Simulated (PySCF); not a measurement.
Species: CH7OSi2, charge 0, multiplicity 2. It need not be the lowest isomer of its formula. SMILES: [CH2][SiH2]O[SiH3]
Geometry from a B3LYP-D3(BJ)/def2-TZVP (Ansatz) optimisation:
```
O
Si 1 1.6353
Si 1 1.6388 2 148.64
H 2 1.4786 1 108.33 3 179.92
H 2 1.4820 4 109.51 1 -120.29
H 2 1.4820 4 109.51 5 -119.41
H 3 1.4860 1 109.48 2 -59.46
H 3 1.4861 7 107.47 1 -118.82
C 3 1.8325 7 110.74 8 -121.09
H 9 1.0840 3 122.61 7 -120.71
H 9 1.0847 10 115.01 3 179.97
```
Charge 0, spin multiplicity 2.

Dispersion corrections to the total energy (kcal/mol) from the dftd3 and dftd4 libraries through PySCF: D3(BJ) without and D4 with the three-body term, each with the damping fitted for the functional named.

| functional | D3(BJ) | D4 |
|---|---|---|
| BLYP | ___ | -10.96 |
| PW6B95 | -2.88 | -4.28 |
| BHLYP | -7.33 | -6.36 |
| TPSS | -6.38 | ___ |
| PBE | -4.96 | -5.03 |
| B3LYP | -8.96 | ___ |
| CAM-B3LYP | -4.25 | -4.36 |

What belongs in the gaps?


- BLYP, D3(BJ): -10.85
- TPSS, D4: -6.77
- B3LYP, D4: -8.10
